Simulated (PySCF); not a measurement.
SnF3, SMILES [F][Sn+]([F])[F], charge +1. The structure is a stationary point at B3LYP-D3(BJ)/def2-SVP. The multiplicity is an assumed one; other spin states were not compared. The isomer is the one that the SMILES or the coordinates give; other isomers of the formula were not compared. The def2 effective core potentials stand for the cores of Sn; spin–orbit coupling is left out.

**Question.** Give the equilibrium geometry at B3LYP-D3(BJ)/def2-SVP (PySCF confirms it by a frequency run) as Cartesian coordinates in Å, and its point group. (The exact figures need the calculation; the answer reports its results.)

**Answer.** point group D3h.
```xyz
4

Sn     0.0000     0.0000     0.0000
F     -1.8820     0.0000     0.0000
F      0.9410     1.6299     0.0000
F      0.9410    -1.6299     0.0000
```
Charge +1, spin multiplicity 1.
